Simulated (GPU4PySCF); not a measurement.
C30H21BN2, SMILES c1ccc(N2c3ccccc3B3c4ccccc4N(c4ccccc4)c4cccc2c43)cc1. Atoms are numbered in the order given.

```xyz
54

C      5.9928     0.3133     2.4923
C      5.4444    -0.9432     2.2160
C      4.2699    -1.0450     1.4675
C      3.6449     0.1128     0.9946
N      2.4360     0.0142     0.2270
C      2.5430    -0.1492    -1.1613
C      3.8293    -0.2645    -1.7410
C      3.9698    -0.5062    -3.0999
C      2.8412    -0.6532    -3.9179
C      1.5813    -0.5050    -3.3542
C      1.3812    -0.2157    -1.9842
B      0.0000     0.0000    -1.3192
C     -1.3812     0.2157    -1.9842
C     -1.5813     0.5050    -3.3542
C     -2.8412     0.6532    -3.9179
C     -3.9698     0.5062    -3.0999
C     -3.8293     0.2645    -1.7410
C     -2.5430     0.1492    -1.1613
N     -2.4360    -0.0142     0.2270
C     -3.6449    -0.1128     0.9946
C     -4.1892    -1.3698     1.2697
C     -5.3642    -1.4688     2.0188
C     -5.9928    -0.3133     2.4923
C     -5.4444     0.9432     2.2160
C     -4.2699     1.0450     1.4675
C     -1.2246    -0.0112     0.9244
C     -1.2196    -0.0261     2.3321
C      0.0000     0.0000     3.0036
C      1.2196     0.0261     2.3321
C      1.2246     0.0112     0.9244
C      0.0000     0.0000     0.1991
C      4.1892     1.3698     1.2697
C      5.3642     1.4688     2.0188
H      6.9117     0.3917     3.0779
H      5.9332    -1.8479     2.5849
H      3.8269    -2.0167     1.2419
H      4.7195    -0.1804    -1.1210
H      4.9733    -0.5998    -3.5232
H      2.9514    -0.8806    -4.9804
H      0.7075    -0.6412    -3.9905
H     -0.7075     0.6412    -3.9905
H     -2.9514     0.8806    -4.9804
H     -4.9733     0.5998    -3.5232
H     -4.7195     0.1804    -1.1210
H     -3.6835    -2.2602     0.8917
H     -5.7901    -2.4517     2.2332
H     -6.9117    -0.3917     3.0779
H     -5.9332     1.8479     2.5849
H     -3.8269     2.0167     1.2419
H     -2.1481    -0.0454     2.8975
H      0.0000     0.0000     4.0967
H      2.1481     0.0454     2.8975
H      3.6835     2.2602     0.8917
H      5.7901     2.4517     2.2332
```

Geometry: B3LYP-D3(BJ)/def2-SVP. Other conformers were not sampled.

These are GPU4PySCF with r2SCAN/def2-SVP values and carry that method's errors.

ESP charges are fitted to the potential on shells at 1.4 to 2.0 van der Waals radii. Atomic charges (e):

```json
[
 {"atom": "C1", "RESP (one stage)": "-0.09", "Mulliken": "0.00", "IAO": "-0.14", "ESP fit": "-0.17", "Löwdin": "-0.03"},
 {"atom": "C2", "RESP (one stage)": "-0.16", "Mulliken": "-0.02", "IAO": "-0.14", "ESP fit": "-0.11", "Löwdin": "-0.02"},
 {"atom": "C3", "RESP (one stage)": "-0.08", "Mulliken": "0.04", "IAO": "-0.15", "ESP fit": "-0.28", "Löwdin": "-0.02"},
 {"atom": "C4", "RESP (one stage)": "0.07", "Mulliken": "-0.05", "IAO": "0.09", "ESP fit": "0.59", "Löwdin": "0.02"},
 {"atom": "N5", "RESP (one stage)": "0.02", "Mulliken": "-0.25", "IAO": "-0.10", "ESP fit": "-0.67", "Löwdin": "0.02"},
 {"atom": "C6", "RESP (one stage)": "0.07", "Mulliken": "0.13", "IAO": "0.11", "ESP fit": "0.55", "Löwdin": "0.06"},
 {"atom": "C7", "RESP (one stage)": "-0.21", "Mulliken": "-0.03", "IAO": "-0.19", "ESP fit": "-0.44", "Löwdin": "-0.06"},
 {"atom": "C8", "RESP (one stage)": "-0.11", "Mulliken": "-0.01", "IAO": "-0.13", "ESP fit": "0.01", "Löwdin": "-0.02"},
 {"atom": "C9", "RESP (one stage)": "-0.14", "Mulliken": "0.00", "IAO": "-0.17", "ESP fit": "-0.24", "Löwdin": "-0.05"},
 {"atom": "C10", "RESP (one stage)": "-0.13", "Mulliken": "-0.06", "IAO": "-0.11", "ESP fit": "-0.04", "Löwdin": "0.00"},
 {"atom": "C11", "RESP (one stage)": "-0.02", "Mulliken": "-0.02", "IAO": "-0.14", "ESP fit": "-0.31", "Löwdin": "-0.07"},
 {"atom": "B12", "RESP (one stage)": "-0.02", "Mulliken": "0.01", "IAO": "0.10", "ESP fit": "0.31", "Löwdin": "-0.13"},
 {"atom": "C13", "RESP (one stage)": "0.00", "Mulliken": "-0.02", "IAO": "-0.14", "ESP fit": "-0.24", "Löwdin": "-0.07"},
 {"atom": "C14", "RESP (one stage)": "-0.14", "Mulliken": "-0.06", "IAO": "-0.11", "ESP fit": "-0.06", "Löwdin": "0.00"},
 {"atom": "C15", "RESP (one stage)": "-0.16", "Mulliken": "0.00", "IAO": "-0.17", "ESP fit": "-0.24", "Löwdin": "-0.05"},
 {"atom": "C16", "RESP (one stage)": "-0.10", "Mulliken": "-0.01", "IAO": "-0.13", "ESP fit": "0.01", "Löwdin": "-0.02"},
 {"atom": "C17", "RESP (one stage)": "-0.19", "Mulliken": "-0.03", "IAO": "-0.19", "ESP fit": "-0.39", "Löwdin": "-0.06"},
 {"atom": "C18", "RESP (one stage)": "0.05", "Mulliken": "0.13", "IAO": "0.11", "ESP fit": "0.41", "Löwdin": "0.06"},
 {"atom": "N19", "RESP (one stage)": "0.03", "Mulliken": "-0.25", "IAO": "-0.10", "ESP fit": "-0.53", "Löwdin": "0.02"},
 {"atom": "C20", "RESP (one stage)": "0.07", "Mulliken": "-0.05", "IAO": "0.09", "ESP fit": "0.59", "Löwdin": "0.02"},
 {"atom": "C21", "RESP (one stage)": "-0.09", "Mulliken": "0.05", "IAO": "-0.15", "ESP fit": "-0.32", "Löwdin": "-0.02"},
 {"atom": "C22", "RESP (one stage)": "-0.16", "Mulliken": "-0.02", "IAO": "-0.14", "ESP fit": "-0.09", "Löwdin": "-0.02"},
 {"atom": "C23", "RESP (one stage)": "-0.09", "Mulliken": "0.00", "IAO": "-0.14", "ESP fit": "-0.18", "Löwdin": "-0.03"},
 {"atom": "C24", "RESP (one stage)": "-0.15", "Mulliken": "-0.02", "IAO": "-0.14", "ESP fit": "-0.09", "Löwdin": "-0.02"},
 {"atom": "C25", "RESP (one stage)": "-0.08", "Mulliken": "0.04", "IAO": "-0.15", "ESP fit": "-0.30", "Löwdin": "-0.02"},
 {"atom": "C26", "RESP (one stage)": "0.03", "Mulliken": "0.14", "IAO": "0.12", "ESP fit": "0.52", "Löwdin": "0.06"},
 {"atom": "C27", "RESP (one stage)": "-0.23", "Mulliken": "-0.04", "IAO": "-0.22", "ESP fit": "-0.53", "Löwdin": "-0.09"},
 {"atom": "C28", "RESP (one stage)": "-0.11", "Mulliken": "0.00", "IAO": "-0.12", "ESP fit": "0.11", "Löwdin": "-0.01"},
 {"atom": "C29", "RESP (one stage)": "-0.21", "Mulliken": "-0.04", "IAO": "-0.22", "ESP fit": "-0.55", "Löwdin": "-0.09"},
 {"atom": "C30", "RESP (one stage)": "0.02", "Mulliken": "0.14", "IAO": "0.12", "ESP fit": "0.62", "Löwdin": "0.06"},
 {"atom": "C31", "RESP (one stage)": "-0.01", "Mulliken": "-0.06", "IAO": "-0.17", "ESP fit": "-0.51", "Löwdin": "-0.08"},
 {"atom": "C32", "RESP (one stage)": "-0.08", "Mulliken": "0.05", "IAO": "-0.15", "ESP fit": "-0.30", "Löwdin": "-0.02"},
 {"atom": "C33", "RESP (one stage)": "-0.16", "Mulliken": "-0.02", "IAO": "-0.14", "ESP fit": "-0.11", "Löwdin": "-0.02"},
 {"atom": "H34", "RESP (one stage)": "0.12", "Mulliken": "0.02", "IAO": "0.15", "ESP fit": "0.14", "Löwdin": "0.03"},
 {"atom": "H35", "RESP (one stage)": "0.13", "Mulliken": "0.02", "IAO": "0.15", "ESP fit": "0.13", "Löwdin": "0.04"},
 {"atom": "H36", "RESP (one stage)": "0.11", "Mulliken": "0.02", "IAO": "0.16", "ESP fit": "0.16", "Löwdin": "0.04"},
 {"atom": "H37", "RESP (one stage)": "0.13", "Mulliken": "0.02", "IAO": "0.15", "ESP fit": "0.18", "Löwdin": "0.03"},
 {"atom": "H38", "RESP (one stage)": "0.12", "Mulliken": "0.01", "IAO": "0.14", "ESP fit": "0.11", "Löwdin": "0.03"},
 {"atom": "H39", "RESP (one stage)": "0.11", "Mulliken": "0.01", "IAO": "0.14", "ESP fit": "0.13", "Löwdin": "0.03"},
 {"atom": "H40", "RESP (one stage)": "0.12", "Mulliken": "0.02", "IAO": "0.14", "ESP fit": "0.11", "Löwdin": "0.03"},
 {"atom": "H41", "RESP (one stage)": "0.11", "Mulliken": "0.02", "IAO": "0.14", "ESP fit": "0.11", "Löwdin": "0.03"},
 {"atom": "H42", "RESP (one stage)": "0.12", "Mulliken": "0.01", "IAO": "0.14", "ESP fit": "0.13", "Löwdin": "0.03"},
 {"atom": "H43", "RESP (one stage)": "0.12", "Mulliken": "0.01", "IAO": "0.14", "ESP fit": "0.10", "Löwdin": "0.03"},
 {"atom": "H44", "RESP (one stage)": "0.12", "Mulliken": "0.02", "IAO": "0.15", "ESP fit": "0.16", "Löwdin": "0.03"},
 {"atom": "H45", "RESP (one stage)": "0.12", "Mulliken": "0.02", "IAO": "0.16", "ESP fit": "0.17", "Löwdin": "0.04"},
 {"atom": "H46", "RESP (one stage)": "0.13", "Mulliken": "0.02", "IAO": "0.15", "ESP fit": "0.13", "Löwdin": "0.04"},
 {"atom": "H47", "RESP (one stage)": "0.11", "Mulliken": "0.02", "IAO": "0.15", "ESP fit": "0.14", "Löwdin": "0.03"},
 {"atom": "H48", "RESP (one stage)": "0.12", "Mulliken": "0.02", "IAO": "0.15", "ESP fit": "0.13", "Löwdin": "0.04"},
 {"atom": "H49", "RESP (one stage)": "0.11", "Mulliken": "0.02", "IAO": "0.16", "ESP fit": "0.16", "Löwdin": "0.04"},
 {"atom": "H50", "RESP (one stage)": "0.14", "Mulliken": "0.01", "IAO": "0.15", "ESP fit": "0.19", "Löwdin": "0.03"},
 {"atom": "H51", "RESP (one stage)": "0.13", "Mulliken": "0.01", "IAO": "0.15", "ESP fit": "0.10", "Löwdin": "0.03"},
 {"atom": "H52", "RESP (one stage)": "0.13", "Mulliken": "0.01", "IAO": "0.15", "ESP fit": "0.19", "Löwdin": "0.03"},
 {"atom": "H53", "RESP (one stage)": "0.11", "Mulliken": "0.02", "IAO": "0.16", "ESP fit": "0.16", "Löwdin": "0.04"},
 {"atom": "H54", "RESP (one stage)": "0.13", "Mulliken": "0.02", "IAO": "0.15", "ESP fit": "0.13", "Löwdin": "0.04"}
]
```

Computed Mayer and Wiberg (Löwdin basis) orders of the bonds:
```csv
bond,Mayer,Wiberg
C1–C2,1.37,1.46
C2–C3,1.35,1.47
C3–C4,1.40,1.41
C4–N5,0.93,1.02
N5–C6,1.08,1.17
C6–C7,1.30,1.35
C7–C8,1.40,1.51
C8–C9,1.31,1.41
C9–C10,1.40,1.50
C6–C11,1.28,1.30
C10–C11,1.27,1.37
C11–B12,1.12,1.08
B12–C13,1.12,1.08
C13–C14,1.27,1.37
C14–C15,1.40,1.50
C15–C16,1.31,1.41
C16–C17,1.40,1.51
C13–C18,1.28,1.30
C17–C18,1.30,1.35
C18–N19,1.08,1.17
N19–C20,0.93,1.02
C20–C21,1.41,1.42
C21–C22,1.34,1.46
C22–C23,1.37,1.47
C23–C24,1.37,1.46
C20–C25,1.40,1.41
C24–C25,1.35,1.47
N19–C26,1.08,1.18
C26–C27,1.31,1.37
C27–C28,1.34,1.46
C28–C29,1.34,1.46
N5–C30,1.08,1.18
C29–C30,1.31,1.37
B12–C31,1.18,1.14
C26–C31,1.24,1.27
C30–C31,1.24,1.27
C4–C32,1.41,1.42
C1–C33,1.37,1.47
C32–C33,1.34,1.46
C1–H34,0.99,0.93
C2–H35,0.98,0.93
C3–H36,0.99,0.93
C7–H37,0.97,0.92
C8–H38,0.98,0.93
C9–H39,0.99,0.93
C10–H40,0.97,0.91
C14–H41,0.97,0.91
C15–H42,0.99,0.93
C16–H43,0.98,0.93
C17–H44,0.97,0.92
C21–H45,0.99,0.93
C22–H46,0.98,0.93
C23–H47,0.99,0.93
C24–H48,0.98,0.93
C25–H49,0.99,0.93
C27–H50,0.98,0.92
C28–H51,0.97,0.93
C29–H52,0.98,0.92
C32–H53,0.99,0.93
C33–H54,0.98,0.93
```
